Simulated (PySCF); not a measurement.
An unknown gives this computed stick spectrum. The calculation used TDDFT CAM-B3LYP/def2-SVPD, vertical, gas phase, core orbitals frozen in the response in PySCF. Geometries: GFN2-xTB, one conformer each.

```json
{"state": "S1", "E (eV)": "5.15", "λ (nm)": "240.7", "f": "0.0001"}
{"state": "S2", "E (eV)": "6.13", "λ (nm)": "202.2", "f": "0.031"}
{"state": "S3", "E (eV)": "6.62", "λ (nm)": "187.4", "f": "0.0000"}
{"state": "S4", "E (eV)": "6.67", "λ (nm)": "185.8", "f": "0.016"}
{"state": "S5", "E (eV)": "6.74", "λ (nm)": "183.9", "f": "0.0032"}
{"state": "S6", "E (eV)": "6.86", "λ (nm)": "180.7", "f": "0.0019"}
{"state": "S7", "E (eV)": "6.86", "λ (nm)": "180.6", "f": "0.0014"}
{"state": "S8", "E (eV)": "6.95", "λ (nm)": "178.3", "f": "0.017"}
```

Problem. Which candidate is it? All have the formula C9H8.
A. `C#C/C=C(\C#C)C(=C)C`
B. `C=CC(=C)C#CC#CC`
C. `C#C[C@]12C=C[C@H](C=C1)C2`

Solution. C. Its S1, at 5.15 eV, is the highest among the candidates; the nearest of the others has S1 at 4.53 eV. S1 is HOMO→LUMO (98%). Löwdin shares by element: HOMO carbon 86% or more; LUMO carbon 66% or more (atoms not listed hold the other 34%). At the same level the other candidates give, for their lowest levels:
- `C=CC(=C)C#CC#CC`: 4.28 eV (f 0.000); 4.50 eV (f 0.156); 4.68 eV (f 0.000); 5.58 eV (f 0.433); 5.79 eV (f 0.017); T1 2.80 eV; HOMO -7.62, LUMO -0.43 eV
- `C#C/C=C(\C#C)C(=C)C`: 4.53 eV (f 0.540); 4.88 eV (f 0.000); 5.19 eV (f 0.000); 5.48 eV (f 0.102); 5.92 eV (f 0.000); T1 2.49 eV; HOMO -7.66, LUMO -0.86 eV
Triplets come from the Tamm–Dancoff approximation.
